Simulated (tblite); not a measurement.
Species: C6H5N.
Structure used (GFN2-xTB), in Å, numbered top down from 1:
```xyz
12
C6H5N angstrom
C     -2.7946    0.7305   -0.3762
C     -1.7145    0.0996   -0.0637
C     -0.6106   -0.5351    0.2460
C      0.6985    0.0304    0.0566
C      1.8335   -0.6137    0.3760
C      3.0973   -0.0381    0.1824
N      4.1345    0.4300    0.0267
H     -3.3109    1.3639    0.3279
H     -3.2370    0.6488   -1.3566
H     -0.6665   -1.5325    0.6652
H      0.7461    1.0257   -0.3656
H      1.8253   -1.6102    0.7995
```

Level: GFN2-xTB in tblite, geometry and Hessian alike; calculated harmonic values, unscaled, isolated species. Errors from tens to a few hundred cm⁻¹ against measured bands are possible. One conformer, not necessarily the lowest.

Harmonic wavenumbers (cm⁻¹): 89.8, 107.0, 159.4, 195.9, 321.4, 353.8, 447.5, 476.1, 569.3, 576.5, 765.0, 852.3, 854.6, 942.7, 983.8, 1038.9, 1086.8, 1163.9, 1195.3, 1264.3, 1323.3, 1425.6, 1614.8, 2060.8, 2359.6, 3031.4, 3050.0, 3071.0, 3073.2, 3075.7.

A = 16750, B = 961.1, C = 914.5 MHz; mass 91.042 u (most abundant isotopes); point group Cs, symmetry number 1.

Q: Zero-point energy?

A: ½Σν̃ = 18765 cm⁻¹ = 53.65 kcal/mol.

Q: Entropy at 273.15 K, 1 bar (ideal gas, RRHO, classical rotation)?

A: Translation 39.03, rotation 27.22, vibration 16.12: S = 82.4 cal/(mol K).

Q: And Cp and H(273.15 K) − H(0)?

A: Cp = 26.28 cal/(mol K), of which vibrations give 18.33 (their classical limit is 30 R = 59.6); H(273.15 K) − H(0) = 4.65 kcal/mol without the zero-point energy, 2.48 from vibrations.

Q: What must be added to the electronic energy to get the Gibbs energy at 273.15 K and 1 bar?

A: ZPE + [H(273.15 K) − H(0)] − T·S = 53.65 + 4.65 − 22.50 = 35.80 kcal/mol.

Q: How do the functions run with temperature in this model?

A: 
```tsv
T (K)	S (cal/(mol K))	Cp (cal/(mol K))	H − H(0) (kcal/mol)	G − H(0) (kcal/mol)	ln q(vib)
50	53.9	10.8	0.44	-2.25	0.14
100	62.6	14.7	1.08	-5.18	0.75
298.15	84.7	27.8	5.33	-19.94	3.97
373.15	91.5	32.2	7.58	-26.55	5.22
500	101.8	38.4	12.08	-38.82	7.32
750	119.1	46.9	22.83	-66.52	11.25
1000	133.4	52.4	35.29	-98.14	14.85
```

q(vib) and H(0) count from the zero-point level.

Q: Which modes carry the vibrational entropy at 273.15 K?

A: 89.8 cm⁻¹: 3.49; 107.0 cm⁻¹: 3.15; 159.4 cm⁻¹: 2.39; 195.9 cm⁻¹: 2.01; 321.4 cm⁻¹: 1.16; 353.8 cm⁻¹: 1.01 cal/(mol K); the other 24 give 2.90 together.

Q: Blend soft modes into free rotors: weight 1/[1 + (100 cm⁻¹/ν̃)⁴] for the oscillator and the rest for a rotor with moment μB/(μ + B), μ = h/(8π²ν), B = 10⁻⁴⁴ kg m². What vibrational entropy results?

A: 15.56 cal/(mol K) in place of 16.12, which changes −T·S at 273.15 K by +0.15 kcal/mol.

Hindered rotation and anharmonicity are outside this model. Other conformers, if any are populated, would add a mixing term that is left out.
